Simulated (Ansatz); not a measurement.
Input file for C2H7GaSi, SMILES `[SiH3][Ga]1[CH2][CH2]1`:

```yaml
crystal:
  periodic: [false, false, false]
  atoms:
    - {symbol: Si, position_ang: [-0.517896, 1.611681, -0.687472]}
    - {symbol: Ga, position_ang: [1.640764, 0.282070, -0.549708]}
    - {symbol: C, position_ang: [-0.258172, -0.905937, 0.592702]}
    - {symbol: C, position_ang: [0.957703, -1.555664, 0.537173]}
    - {symbol: H, position_ang: [-1.463952, 0.991335, -1.667746]}
    - {symbol: H, position_ang: [-1.309026, 1.932011, 0.539670]}
    - {symbol: H, position_ang: [-0.158088, 2.938129, -1.276805]}
    - {symbol: H, position_ang: [-1.037783, -1.109194, -0.131456]}
    - {symbol: H, position_ang: [-0.549542, -0.338652, 1.467222]}
    - {symbol: H, position_ang: [1.142505, -2.329807, -0.199759]}
    - {symbol: H, position_ang: [1.618787, -1.572772, 1.396779]}
basis:
  gaussian: {orbitals: def2-TZVPP}
correlation: {method: ccsd_t}
```

```sh
$ ansatz run in.yaml --threads 4 --pin off --events-out ev --progress --plain --max-ram 10444MiB
```

Output of Ansatz, abridged:

```
Functional definition: HF
1468 factors; integrals over basis functions are off by at most 1.1e-3 eV
mean field evaluation 1: about -62362.7072 eV, gradient 3.5e1 eV
mean field evaluation 2: about -62362.8914 eV, gradient 3.5e1 eV
mean field evaluation 4: about -62367.3286 eV, gradient 4.1e0 eV
mean field evaluation 8: about -62367.4605 eV, gradient 6.6e-1 eV
mean field evaluation 16: about -62367.4665 eV, gradient 1.9e-6 eV
mean field -62367.46646067 eV, -2291.9621182424 hartree, gradient 1.9e-6 eV, S^2 0.000000; 0 other end points of the search recorded, 0 dependent functions left out; unrestricted orbitals would lower it
16 core orbitals not correlated: weight in the atoms' cores, before any rotation towards them, 1.000 or more for the frozen orbitals, at most 0.000 for the correlated occupied ones
reference -62367.46646067 eV, -2291.9621182424 hartree; 16, 16 occupied and 218, 218 virtual orbitals, 1468 factors
second order -19.08811191 eV of doubles, -0.00000000 eV of singles
cycle   1  -19.35118326 eV  change   -2.6e-1 eV  update   1.3e-1
cycle   2  -20.01566531 eV  change   -6.6e-1 eV  update   4.2e-2
cycle   3  -20.16881870 eV  change   -1.5e-1 eV  update   2.5e-2
cycle   4  -20.15336341 eV  change    1.5e-2 eV  update   6.9e-3
cycle   5  -20.15199106 eV  change    1.4e-3 eV  update   4.3e-3
cycle   6  -20.15174284 eV  change    2.5e-4 eV  update   1.7e-3
cycle   7  -20.15142747 eV  change    3.2e-4 eV  update   8.4e-4
cycle   8  -20.15155378 eV  change   -1.3e-4 eV  update   2.6e-4
cycle   9  -20.15163636 eV  change   -8.3e-5 eV  update   7.9e-5
cycle  10  -20.15159136 eV  change    4.5e-5 eV  update   2.9e-5
cycle  11  -20.15160411 eV  change   -1.3e-5 eV  update   1.2e-5
perturbative correction -0.94314651 eV, -0.0346599951 hartree
Total energy: -62388.56121130 eV, -2292.7373360295 hartree
```

Hardware: 4 threads of an Arm Neoverse V1 on a shared host. Wall time 2.6 min, peak host memory 5.1 GiB.

MP2 recovers 90.5 % of the CCSD(T) correlation energy and the triples give 4.5 %; T1 = 0.0162.
